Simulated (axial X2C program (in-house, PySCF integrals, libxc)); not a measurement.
## Estimating the spin–orbit splitting of the π levels of ICl

All values were computed with an in-house all-electron X2C program for linear molecules (integrals from PySCF). Spin-free means the one-electron spin-free X2C Hamiltonian; two-component (2c) means X2C with spin–orbit coupling and atomic mean-field two-electron Coulomb and Gaunt terms, so the difference of the two also holds small scalar two-electron terms. Basis: I dyall-cv3z [11s12p8d4f1g], Cl dyall-av3z [9s8p3d2f] (cores contracted in-house); Gaussian nuclei, density fitting, unrestricted open shells. Masses: I 126.904 u, Cl 34.969 u.

Hartree–Fock at 2.338 Å, closed shell. Valence p splittings ε(p3/2) − ε(p1/2) of spherical Dirac–Hartree–Fock atoms with fractionally filled p shells: I 5p 1.126 eV, Cl 3p 0.140 eV.

| filled π level (eV), spin-free | I p share | Cl p share |
| --- | --- | --- |
| -13.84 | 0.18 | 0.80 |
| -10.57 | 0.76 | 0.18 |

Problem. In first order a p shell splits by 3ζ/2 and a π orbital by ζ. Estimate the splitting of each π level from the shares.

Solution. level -13.84 eV: (2/3) × (0.18 × 1.126 + 0.80 × 0.140) = 0.21 eV; level -10.57 eV: (2/3) × (0.76 × 1.126 + 0.18 × 0.140) = 0.59 eV.

The two-component Hartree–Fock calculation gives:

```tsv
ε(ω = 1/2) (eV)	σ share of it	ε(ω = 3/2) (eV)	splitting (eV)	estimate (eV)
-13.813	0.13	-13.697	0.12	0.21
-10.899	0.03	-10.234	0.67	0.59
```

The estimate leaves out the mixing of π1/2 with σ1/2 levels, which pushes the ω = 1/2 spinor up or down, the d and f parts of the orbital, small shares of the strongly split outer-core p shell of a metal, the Gaunt term (absent from the atomic values), and the change of the atomic p orbitals with charge; Löwdin shares depend on the basis.
